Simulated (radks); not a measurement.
Values are calculated unless marked as measured or tabulated.
Q: Radial electron density D(r) = 4 pi r^2 rho(r) of an atom or ion with 21 electrons. Code: a radial shooting solver on a logarithmic mesh with Libxc functionals. Model: non-relativistic Kohn-Sham, Tao-Mo meta-GGA, spin-polarised, spherical densities, point nucleus; meta-GGA in the generalised Kohn-Sham scheme.

r (bohr)  D(r) (e/bohr)   spin D(r)
0.003389          1.289  -0.0000896
0.004378          2.047   -0.000142
0.005656          3.204   -0.000223
0.007306          4.923   -0.000342
0.009513          7.477   -0.000518
0.01229           10.87   -0.000752
0.01587           15.17    -0.00105
0.0205            20.13    -0.00139
0.0267            25.16    -0.00173
0.03449           28.77    -0.00200
0.04455           29.87    -0.00213
0.05755           28.03    -0.00198
0.07494           24.61   -0.000765
0.0968            23.10     0.00500
0.125             25.88      0.0271
0.1615            31.16      0.0963
0.2103            32.82       0.283
0.2717            26.47       0.660
0.3509            16.41        1.30
0.4533            11.28        2.15
0.5903            13.01        2.92
0.7625            14.29        3.10
0.985             10.60        2.51
1.272             5.061        1.50
1.657             1.476       0.623
2.14             0.2815       0.172
2.765           0.03302      0.0268
3.571          0.002079     0.00195

What is the nuclear charge?

A: Z = 25. The innermost maximum, from 1s, lies near 1/Z = 0.04 bohr (found: 0.0431), and its height grows with Z. The density is that of the manganese ion Mn4+ in [Ar] 3d3; the configuration itself is not fixed sharply by these data, and Z only to about a unit. D(r) has 3 maxima, at r = 0.0431, 0.196, 0.721 bohr, and minima at 0.0945, 0.472 bohr, inside which lie 2.13, 10.57 electrons.
